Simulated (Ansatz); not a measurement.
Two isomers of CH5AsOSi: A = `O=C([SiH3])[AsH2]`, B = `C1O[AsH][SiH2]1`.

Gas-phase electronic energies from Ansatz, PBE0-D4/def2-TZVP geometries. CCSD(T)/CBS is the MP2 limit (def2-TZVPP, def2-QZVPP) plus CCSD(T) − MP2 in def2-TZVPP, frozen cores. DFT in def2-TZVPP. B3LYP here is the variant with VWN-RPA as its local correlation; programs differ in this. For As outer-core shells are correlated without core-valence functions, which leaves a few kJ/mol of doubt a bond. Scalar relativity is left out up to krypton.

(1) Which is lower in electronic energy at CCSD(T)/CBS, and by how much? (An estimate is asked.)

(2) Give E(B) − E(A) in kcal/mol with CCSD/def2-TZVPP, B3LYP, CCSD(T)/def2-TZVPP, PBE0-D4, r2SCAN-D4, HF/def2-TZVPP, B3LYP-D4. (Estimate.)

Largest T1 diagnostic: 0.015.

## Answers

(1) Ansatz gave: B, by 10.0 kcal/mol.

(2) Ansatz gave: CCSD/def2-TZVPP -8.7, B3LYP -6.1, CCSD(T)/def2-TZVPP -8.5, PBE0-D4 -11.5, r2SCAN-D4 -8.3, HF/def2-TZVPP -4.9, B3LYP-D4 -6.5. None reverses the order clearly.

From PBE to PBE0 (25 % exact exchange), in def2-TZVPP and without D4, E(B) − E(A) moves by −2.8 kcal/mol. In def2-TZVPP, CCSD(T) changes the Hartree–Fock value by −3.6 kcal/mol (the triples alone add +0.2 kcal/mol) and MP2 by −5.5 kcal/mol.
